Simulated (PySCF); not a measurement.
r2SCAN on S⁺ (sulfur, charge +1), [Ne] 3s2 3p2 4s1, high-spin 4P determinant (an excited configuration). Computed with PySCF 2.14 in aug-cc-pVQZ-DK (7s6p4d3f2g, 84 functions), with scalar relativity by spin-free X2C-1e.

```
cycle= 1 E= -398.291889074782  delta_E= -0.00805  |g|= 0.0271  |ddm|= 0.45
cycle= 2 E= -398.294564268515  delta_E= -0.00268  |g|= 0.0147  |ddm|= 0.283
cycle= 3 E= -398.296138606227  delta_E= -0.00157  |g|= 0.011  |ddm|= 0.206
cycle= 4 E= -398.297248221648  delta_E= -0.00111  |g|= 0.00766  |ddm|= 0.227
cycle= 5 E= -398.297504525503  delta_E= -0.000256  |g|= 0.00442  |ddm|= 0.0999
cycle= 6 E= -398.297592368392  delta_E= -8.78e-05  |g|= 0.00279  |ddm|= 0.151
cycle= 7 E= -398.29760947859  delta_E= -1.71e-05  |g|= 0.00167  |ddm|= 0.0214
cycle= 8 E= -398.297616435185  delta_E= -6.96e-06  |g|= 0.000186  |ddm|= 0.0279
cycle= 9 E= -398.297616602865  delta_E= -1.68e-07  |g|= 1.45e-05  |ddm|= 0.00408
cycle= 10 E= -398.29761660305  delta_E= -1.86e-10  |g|= 4.98e-06  |ddm|= 9.41e-05
converged SCF energy = -398.29761660305  <S^2> = 3.7541362  2S+1 = 4.0020675
```

Highest occupied orbital energy: -7.456 eV; ⟨L²⟩ = 4.60; populations by l: s 6.57, p 8.00, d 0.43, f 0.00.

Problem. Can this result be used?

Solution. Not for this state. Self-consistency was reached. ⟨L²⟩ = 4.60 against 2 for a pure P term, so this real determinant mixes terms. The outer electron is Rydberg-like, and this basis confines it to a smaller radius and binds it less than a complete one would. The s, p, d and f populations moved away from the nominal configuration during the SCF.
